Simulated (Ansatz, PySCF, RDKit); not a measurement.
Complex: H2O (SMILES O) (first 3 atoms) with CH2O (SMILES C=O); geometry from B3LYP-D3(BJ)/def2-TZVP, rigid monomers moved along the line of their centres of mass till O1···C4 is 3.24 Å.
(charge 0, multiplicity 1):
```
atom    x (Å)    y (Å)    z (Å)
----  -------  -------  -------
O     -0.1503   0.4376  -0.1146
H      0.4921   0.1685  -0.7793
H     -0.5236  -0.3821   0.2299
C     -0.0119   0.5195   3.1182
O     -0.4158  -0.6010   3.2789
H      1.0676   0.7595   3.1194
H     -0.6940   1.3750   2.9668
```

Interaction energies are E(AB) − E(A) − E(B) at the monomers' geometry in the complex; basis-set methods are counterpoise corrected. RDKit's UFF carries no charges.

Frozen-core correlation. CBS(a, b) extrapolates the correlation energy as X⁻³ and adds the Hartree–Fock energy of set b.

Run with Ansatz (a quantum-chemistry and plane-wave program) with Gaussian orbitals; PySCF for the dispersion terms; RDKit for the force fields. Each number belongs to the level named beside it.

| level | interaction energy (kcal/mol) |
|---|---|
| MMFF94 | -3.38 |
| UFF | -0.35 |
| HF/aug-cc-pVDZ | -2.18 |
| PBE-D4/def2-TZVPPD | -2.60 |
| r2SCAN-D3(BJ)/def2-TZVPPD | -2.72 |
| PBE0/def2-TZVPPD | -2.18 |
| PBE0-D4/def2-TZVPPD | -2.62 |
| CCSD(T)/aug-cc-pVDZ | -2.31 |
| CCSD(T)/CBS(aug-cc-pVDZ, aug-cc-pVTZ) | [?] |

Problem. Complete the blanks.

Solution. 
- CCSD(T)/CBS(aug-cc-pVDZ, aug-cc-pVTZ), interaction energy (kcal/mol): -2.51
